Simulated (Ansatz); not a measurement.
```yaml
crystal:
  periodic: [false, false, false]
  atoms:
    - {symbol: F, position_ang: [1.731238, -1.563197, 0.478567]}
    - {symbol: C, position_ang: [0.550637, -1.615280, -0.194814]}
    - {symbol: F, position_ang: [-0.416568, -1.873247, 0.729979]}
    - {symbol: C, position_ang: [0.289533, -0.316042, -0.908064]}
    - {symbol: C, position_ang: [0.292422, 0.916756, -0.014078]}
    - {symbol: C, position_ang: [-0.948452, 1.085514, 0.824186]}
    - {symbol: F, position_ang: [-0.873096, 2.264222, 1.497053]}
    - {symbol: F, position_ang: [-2.047645, 1.154389, 0.021699]}
    - {symbol: H, position_ang: [0.592472, -2.472930, -0.873546]}
    - {symbol: H, position_ang: [-0.660998, -0.405883, -1.439995]}
    - {symbol: H, position_ang: [1.069703, -0.214157, -1.666832]}
    - {symbol: H, position_ang: [1.155866, 0.905791, 0.654786]}
    - {symbol: H, position_ang: [0.371505, 1.813991, -0.633434]}
    - {symbol: H, position_ang: [-1.119618, 0.290772, 1.553190]}
basis:
  gaussian: {orbitals: "6-31++G**"}
magnetization: {spin_polarized: true, initial_magnetization: 2}
hamiltonian: {xc: {name: HF}}
correlation: {active_space: {window: {electrons: 40, orbitals: 30}}}
```

```sh
$ ansatz run in.yaml --threads 2 --pin off --events-out ev --progress --plain --max-ram 32768MiB --backend cpu
```

(1) How does Ansatz answer? (An estimate is asked.)

Results:

(1) Computed: The input was rejected before any iteration.
```
Error: invalid value for `correlation.active_space`: it starts from restricted Hartree–Fock orbitals; set hamiltonian.xc: hf without magnetization.spin_polarized
```
